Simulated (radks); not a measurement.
The numbers below are computed, except where a source is named.
Question: All-electron atom: Ni+ in [Ar] 3d9. Code: a radial shooting solver on a logarithmic mesh with Libxc functionals. Model: scalar-relativistic Kohn-Sham, r2SCAN, spin-unpolarised, spherical densities, finite nucleus; meta-GGA in the generalised Kohn-Sham scheme; Fermi nuclear charge, rms radius 3.7757 fm. Some entries of the table are withheld. Estimate them.

| orbital | occ. | eigenvalue (eV) | <r^2> (bohr^2) |
|---|---|---|---|
| 1s | 2 | -8241.832 | 0.003938 |
| 2s | 2 | (1) | (2) |
| 2p | 6 | -854.0017 | 0.05684 |
| 3s | 2 | (3) | 0.6393 |
| 3p | 6 | -76.8630 | (4) |
| 3d | 9 | -12.8933 | 1.553 |

Answer: 
(1) 2s eigenvalue (eV): -994.1655
(2) 2s <r^2> (bohr^2): 0.07056
(3) 3s eigenvalue (eV): -117.8421
(4) 3p <r^2> (bohr^2): 0.7300
